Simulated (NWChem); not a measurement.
System: C2H6Mg; SMILES [CH3][Mg][CH3]

The following NWChem deck was run.

```
start job
memory heap 200 mb stack 900 mb global 1100 mb
geometry units angstroms noautoz
  Mg     0.000000     0.000000    -0.415931
  C      2.099067    -0.000383    -0.415115
  H      2.510115    -0.339788     0.545096
  H      2.510318     1.001065    -0.600630
  H      2.511253    -0.661794    -1.189110
  C     -2.099067     0.000383    -0.415115
  H     -2.510318    -1.001065    -0.600630
  H     -2.511253     0.661794    -1.189110
  H     -2.510115     0.339788     0.545096
end
basis spherical
  * library def2-svp
end
dft
  xc m06
  iterations 150
  mulliken
end
task dft energy
```

Parts of the log:

```
             Northwest Computational Chemistry Package (NWChem) 7.3.0
             --------------------------------------------------------

 D3  symmetry detected

                             Geometry "geometry" -> ""
                             -------------------------

 Output coordinates in angstroms (scale by  1.889725989 to convert to a.u.)

  No.       Tag          Charge          X              Y              Z
 ---- ---------------- ---------- -------------- -------------- --------------
    1 Mg                  12.0000    -0.00000000    -0.00000000     0.00000000
    2 C                    6.0000     0.00000000     0.00000000    -2.09906703
    3 H                    1.0000     0.91902815     0.43863761    -2.51056199
    4 H                    1.0000    -0.83938538     0.57658292    -2.51056199
    5 H                    1.0000    -0.07964276    -1.01522053    -2.51056199
    6 C                    6.0000     0.00000000     0.00000000     2.09906703
    7 H                    1.0000     0.57658292    -0.83938538     2.51056199
    8 H                    1.0000    -1.01522053    -0.07964276     2.51056199
    9 H                    1.0000     0.43863761     0.91902815     2.51056199

 Effective nuclear repulsion energy (a.u.)      78.9967243744

      Symmetry information
      --------------------

 Group name             D3
 Group number             12
 Group order               6
 No. of unique centers     3

                                 NWChem DFT Module
                                 -----------------

 Summary of "ao basis" -> "ao basis" (spherical)
 ------------------------------------------------------------------------------
       Tag                 Description            Shells   Functions and Types
 ---------------- ------------------------------  ------  ---------------------
 Mg                         def2-svp                 8       18   4s3p1d
 C                          def2-svp                 6       14   3s2p1d
 H                          def2-svp                 3        5   2s1p

      Symmetry analysis of basis
      --------------------------

        a1         16
        a2         14
        e          46

  Rotation of axis

            General Information
            -------------------
          SCF calculation type: DFT
          Wavefunction type:  closed shell.
          No. of atoms     :     9
          No. of electrons :    30
           Alpha electrons :    15
            Beta electrons :    15
          Charge           :     0
          Spin multiplicity:     1
          Use of symmetry is: on ; symmetry adaption is: on
          Maximum number of iterations: 150
          AO basis - number of functions:    76
                     number of shells:    38
          Convergence on energy requested:  1.00D-06
          Convergence on density requested:  1.00D-05
          Convergence on gradient requested:  5.00D-04

              XC Information
              --------------
                          M06 Method XC Functional
                     Hartree-Fock (Exact) Exchange  0.270
                           M06 Exchange Functional  1.000
                         M06 Correlation Potential  1.000

             Grid Information
             ----------------
          Grid used for XC integration:  medium
          Radial quadrature: Mura-Knowles
          Angular quadrature: Lebedev.
          Tag              B.-S. Rad. Rad. Pts. Rad. Cut. Ang. Pts.
          ---              ---------- --------- --------- ---------
          Mg                  1.50       88           9.0       590
          C                   0.70       49          12.0       434
          H                   0.35       45          13.0       434
          Grid pruning is: on
          Number of quadrature shells:   182
          Spatial weights used:  Erf1

      Superposition of Atomic Density Guess
      -------------------------------------

 Sum of atomic energies:        -277.78010581

      Non-variational initial energy
      ------------------------------

 Total energy =    -278.994089
 1-e energy   =    -539.061795
 2-e energy   =     181.070982
 HOMO         =      -0.297745
 LUMO         =      -0.044200

      Symmetry analysis of molecular orbitals - initial
      -------------------------------------------------

  Numbering of irreducible representations:

     1 a1          2 a2          3 e

  Orbital symmetries:

     1 a1          2 a1          3 a2          4 a1          5 a2
     6 e           7 e           8 a1          9 a2         10 e
    11 e          12 e          13 e          14 a1         15 a2
    16 a1         17 e          18 e          19 a2         20 a1
    21 e          22 e          23 e          24 e          25 a1

     ---------------------------------------------
      Total Density - Mulliken Population Analysis
     ---------------------------------------------

    Atom       Charge   Shell Charges
 -----------   ------   -------------------------------------------------------
    1 Mg  12    11.07   2.00  1.99  0.64  0.12  5.99  0.16  0.06  0.10
    2 C    6     6.85   1.99  0.97  0.33  2.15  1.41  0.01
    3 H    1     0.87   0.66  0.18  0.03
    4 H    1     0.87   0.66  0.18  0.03
    5 H    1     0.87   0.66  0.18  0.03
    6 C    6     6.85   1.99  0.97  0.33  2.15  1.41  0.01
    7 H    1     0.87   0.66  0.18  0.03
    8 H    1     0.87   0.66  0.18  0.03
    9 H    1     0.87   0.66  0.18  0.03

[...]
```

Level: M06/def2-SVP. Coordinates come from a B3LYP/6-31G* (spherical d) optimisation.
